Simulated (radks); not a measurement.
The numbers below are computed, except where a source is named.
Charge is removed step by step from the 2p down level of Au, starting from [He] 2s2 2p(up 3, down 3) 3s2 3p6 3d10 4s2 4p6 4d10 4f14 5s2 5p6 5d10 6s1. Code: a radial shooting solver on a logarithmic mesh with Libxc functionals. Model: scalar-relativistic Kohn-Sham, SCAN, spin-polarised, spherical densities, finite nucleus; open shells are filled with parallel spins first (spin-orbit coupling, left out, can overturn this in heavy ions); meta-GGA in the generalised Kohn-Sham scheme; Fermi nuclear charge, rms radius 5.4371 fm.

removed (e)  E - E(0) (eV)  eigenvalue (eV)  E minus straight line (eV)
0                    0.000         -12354.0                       0.000
0.25                3089.7         -12412.4                     -21.946
0.5                 6194.0         -12470.6                     -29.236
0.75                9313.0         -12528.5                     -21.885
1                  12446.5         -12586.0                       0.000

Removing the whole electron costs 12446.5 eV by Delta-SCF, against 12354.0 eV from minus the eigenvalue at the starting occupation. Slater's transition state (half an electron removed) gives 12470.6 eV. Integrating minus the eigenvalue over the occupation (Janak's theorem) gives 12470.4 eV. In this scalar-relativistic scheme the density is built from large components alone, so the theorem holds only approximately. The mean slope of the eigenvalue, de/dn, is 232 eV per electron.
